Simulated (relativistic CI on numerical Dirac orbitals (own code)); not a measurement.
Calculated at this level of theory: Dirac-Coulomb-Breit CI, separate exchange-only KLI orbitals for each configuration, model QED, unscaled Slater integrals (own radial code, finite nucleus).

Configurations in the expansion (outside the closed core 1s2): 2s, 2p, 3s, 3p, 3d, 4s, 4p, 4d, 4f, 5s, 5p, 5d, 5f, 5g, 6s, 6p, 6d. Levels of other configurations are missing.

At this charge energies of transitions that change n are usually good to better than 1 %, and those within a shell (Δn = 0) to a few per cent.

Outline of the computed level scheme of Ge XXX. Lowest level of each configuration: 2s 2S_1/2 at 0.00 eV; 2p 2P°_1/2 at 62.06 eV; 3s 2S_1/2 at 1792.60 eV; 3p 2P°_1/2 at 1809.83 eV; 3d 2D_3/2 at 1827.75 eV; 4s 2S_1/2 at 2411.10 eV; 4p 2P°_1/2 at 2418.19 eV; 4d 2D_3/2 at 2425.70 eV; 4f 2F°_5/2 at 2427.38 eV.

Some strong electric-dipole decays among the lowest 15 levels: 3d 2D_5/2 → 2p 2P°_3/2 (5.3e+13 s⁻¹); 3d 2D_3/2 → 2p 2P°_1/2 (4.5e+13 s⁻¹); 3p 2P°_1/2 → 2s 2S_1/2 (1.9e+13 s⁻¹); 3p 2P°_3/2 → 2s 2S_1/2 (1.8e+13 s⁻¹); 4d 2D_5/2 → 2p 2P°_3/2 (1.7e+13 s⁻¹); 4d 2D_3/2 → 2p 2P°_1/2 (1.5e+13 s⁻¹); 4f 2F°_7/2 → 3d 2D_5/2 (1.1e+13 s⁻¹); 4f 2F°_5/2 → 3d 2D_3/2 (1.0e+13 s⁻¹).
